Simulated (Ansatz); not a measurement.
`C#C[SiH](C)OC` + HCl → `CO[SiH](C)Cl` + `C#C`  (ligand exchange at the Si–C bond)

Gas-phase electronic energies from Ansatz, PBE0-D4/def2-TZVP geometries. CCSD(T)/CBS is the MP2 limit (def2-TZVPP, def2-QZVPP) plus CCSD(T) − MP2 in def2-TZVPP, frozen cores. This one scheme is used for every species. DFT in def2-TZVPP. B3LYP here is the variant with VWN-RPA as its local correlation; programs differ in this. One conformer a species, not always the lowest.

```json
{"level": "LDA (SPW92)", "ΔE (kcal/mol)": "-15.7", "difference from CCSD(T)/CBS": "0.5"}
{"level": "PBE-D4", "ΔE (kcal/mol)": "-15.5", "difference from CCSD(T)/CBS": "0.7"}
{"level": "PBE0-D4", "ΔE (kcal/mol)": "-16.1", "difference from CCSD(T)/CBS": "0.1"}
{"level": "B3LYP-D4", "ΔE (kcal/mol)": "-16.0", "difference from CCSD(T)/CBS": "0.2"}
{"level": "r2SCANh-D4", "ΔE (kcal/mol)": "-16.4", "difference from CCSD(T)/CBS": "-0.2"}
{"level": "r2SCAN0-D4", "ΔE (kcal/mol)": "-16.7", "difference from CCSD(T)/CBS": "-0.5"}
{"level": "BHLYP-D4", "ΔE (kcal/mol)": "-16.8", "difference from CCSD(T)/CBS": "-0.6"}
{"level": "ωB97M-V", "ΔE (kcal/mol)": "-16.9", "difference from CCSD(T)/CBS": "-0.7"}
{"level": "PBE-QIDH", "ΔE (kcal/mol)": "-16.2", "difference from CCSD(T)/CBS": "0.0"}
{"level": "PBE0", "ΔE (kcal/mol)": "-16.1", "difference from CCSD(T)/CBS": "0.1"}
{"level": "CAM-B3LYP", "ΔE (kcal/mol)": "-16.4", "difference from CCSD(T)/CBS": "-0.2"}
{"level": "RPA@PBE/def2-TZVPP", "ΔE (kcal/mol)": "-13.9", "difference from CCSD(T)/CBS": "2.3"}
{"level": "CCSD(T)/def2-SVP", "ΔE (kcal/mol)": "-14.8", "difference from CCSD(T)/CBS": "1.4"}
{"level": "HF/def2-TZVPP", "ΔE (kcal/mol)": "-17.3", "difference from CCSD(T)/CBS": "-1.1"}
{"level": "HF/CBS(def2)", "ΔE (kcal/mol)": "-17.3", "difference from CCSD(T)/CBS": "-1.1"}
{"level": "CCSD/CBS(def2)", "ΔE (kcal/mol)": "-16.4", "difference from CCSD(T)/CBS": "-0.2"}
{"level": "CCSD(T)/CBS", "ΔE (kcal/mol)": "-16.2", "difference from CCSD(T)/CBS": "0"}
```

Largest T1 diagnostic among the species: 0.013.

From BLYP to BHLYP (50 % exact exchange), in def2-TZVPP and without D4, ΔE moves by −1.2 kcal/mol. At CCSD(T), def2-SVP lies +1.4 kcal/mol from the extrapolated value and def2-TZVPP +1.1 kcal/mol.
